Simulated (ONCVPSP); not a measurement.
# What one change does to a pseudopotential (Li, ONCV)

lithium, optimised norm-conserving Vanderbilt (ONCV), made with ONCVPSP 4.0.1 (PBE, scalar-relativistic). Core none, reference 1s2 2s1. Waves: 1s+2s: rc 1.15 bohr, ncon 4, nbas 9, qcut 11.2 1/bohr, 2 projectors; p scattering state at 0.02 Ha: rc 0.95 bohr, ncon 5, nbas 10, qcut 10.1 1/bohr, 3 projectors, debl 1.5 Ha. Local part: polynomial inside 0.80 bohr (lpopt 5, dvloc0 0 Ha). Core correction: none.

Change: all radii scaled by about 1.13 (s 1.30, p 1.08 bohr); local potential polynomial inside 0.90 bohr (lpopt 5, dvloc0 0 Ha).

Cutoffs: the cutoffs (Ha) at which the residual kinetic energy of the hardest occupied pseudo-wave falls to 1 and 0.1 mHa per electron; they do not see the model core or the augmentation charge, which bear on the density cutoff. Errors are all-electron minus pseudo energies relative to the spin-unpolarised reference configuration.

Predict the effect on cutoff, ghosts and configuration errors.

The potential gets softer (42 Ha and 50 Ha → 38 Ha and 46 Ha); of the 4 tests that both files solve, the error grows in 1 and shrinks in 0 by more than 15 % and 0.3 meV (median size 0.4 → 0.4 meV); neither file shows a bound ghost. A larger radius leaves more room for a smooth pseudo-wave, so fewer plane waves are needed.

| quantity | base | changed |
| --- | --- | --- |
| cutoff, loose | 42 Ha | 38 Ha |
| cutoff, tight | 50 Ha | 46 Ha |
| bound ghosts | none | none |
| GHOST(+) flags under 300 eV | none | none |
| error for 1s2 2s0, meV [ΔE 5.30 eV] | +0.3 | +0.3 |
| error for 1s2 2s0.5, meV [ΔE 2.05 eV] | 0.0 | +0.1 |
| error for 1s2 2s0 2p1, meV [ΔE 1.79 eV] | +0.5 | +0.5 |
| error for 1s1 2s1, meV [ΔE 68.41 eV] | +808 | +1020 |
